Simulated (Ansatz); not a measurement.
CH5NZn, SMILES `[CH3][Zn][NH2]`, relaxed with RKS PBE0-D4/def2-TZVP in Ansatz 0.2.0 from a GFN2-xTB geometry. The force threshold is 0.005 eV/Å; the program also tests the step.

Charge 0, multiplicity 1.

Start:

```xyz
8

C    -1.605   -0.383    0.267
Zn    0.380   -0.127    0.089
N     2.000    0.583   -0.448
H    -2.045    0.475    0.767
H    -1.885   -1.266    0.828
H    -2.059   -0.459   -0.716
H     2.665    0.037   -0.978
H     2.549    1.141    0.192
```

```
        step  energy (eV)  largest force (eV/Å)  largest move (Å)
           1  -51019.6751                 0.778             0.000
           2  -51019.7676                 0.443             0.146
           3  -51019.7964                 0.147             0.112
4 (rejected)  -51019.7936                 0.304             0.060
           5  -51019.7995                 0.030             0.025
           6  -51019.7995                 0.032             0.007
           7  -51019.7996                 0.002             0.002
```

End:

```xyz
8

C    -1.570   -0.353    0.244
Zn    0.281    0.084   -0.066
N     1.992    0.585   -0.441
H    -2.071    0.454    0.784
H    -1.667   -1.267    0.834
H    -2.098   -0.501   -0.701
H     2.599   -0.060   -0.924
H     2.533    1.057    0.269
```

Run time 10 s (4 threads of an Arm Neoverse V2 on a shared host); peak host memory 0.31 GiB.
